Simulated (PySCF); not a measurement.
C2H6BeFN, SMILES [N](C)(C)[Be][F]. Coordinates come from a PBE0-D3(BJ)/def2-SVP optimisation. The structure was generated by enumeration; whether it is a known compound was not checked. The values are those of a single conformer.

All values below come from PySCF with PBE0-D3(BJ)/def2-SVP.

Harmonic wavenumbers (cm⁻¹): 112, 155, 234, 261, 344, 394, 454, 607, 1017, 1091, 1106, 1168, 1253, 1258, 1431, 1446, 1453, 1459, 1481, 1486, 1621, 2981, 2986, 3038, 3048, 3119, 3120. Rotational constants (GHz): 9.472, 2.809, 2.228; symmetry number 2.

Q: Work out the zero-point energy and the ideal-gas rigid-rotor harmonic-oscillator thermochemistry at 298.15 K and 1 atm.

A: ZPE = ½ Σ hcν = ½ × 38123 cm⁻¹ = 54.50 kcal/mol. H − E(el) = 59.13 kcal/mol. Entropy in cal/(mol K): translation 38.74, rotation 24.72, vibration 13.17, total 76.63. G − E(el) = 36.28 kcal/mol. Cp = 22.82 cal/(mol K). Modes under 150 cm⁻¹ make the vibrational entropy uncertain.
